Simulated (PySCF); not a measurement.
**BrOCl at several levels of theory**

All levels use the PBE0 minimum (singlet; Br–Cl 2.218 Å, Br–O 1.648 Å; Cl–Br–O 110.5°), basis [Br def2-TZVP, O def2-TZVP, Cl def2-TZVP], no relativity, density fitting, no spin–orbit coupling, PySCF. For vertical energies the ionised species is a doublet (spins chosen at PBE0 and kept) and the electron-attached one a doublet. Atomisation goes to high-spin ground-configuration atoms, without zero-point energy. Open shells are unrestricted, also as the reference of the correlated levels. A dash marks a value that was not computed or is not defined at that level.

Z-matrix (Å, degrees; charge 0 multiplicity 1):
```
Br
O  1 1.6479
Cl 1 2.2176 2 110.45
```

```tsv
level	atomisation (kJ/mol)	vertical IP (eV)	vertical EA (eV)	−ε(HOMO) (eV)	gap (eV)	dipole (D)
PBE0	358	9.87	1.54	7.57	3.69	2.42
HF	-111	8.65	1.32	11.18	10.85	2.95
MP2	362	10.50	1.32	–	–	–
PBE	458	9.62	1.26	5.99	1.34	2.23
```

Without diffuse functions attachment energies tend to come out too low.
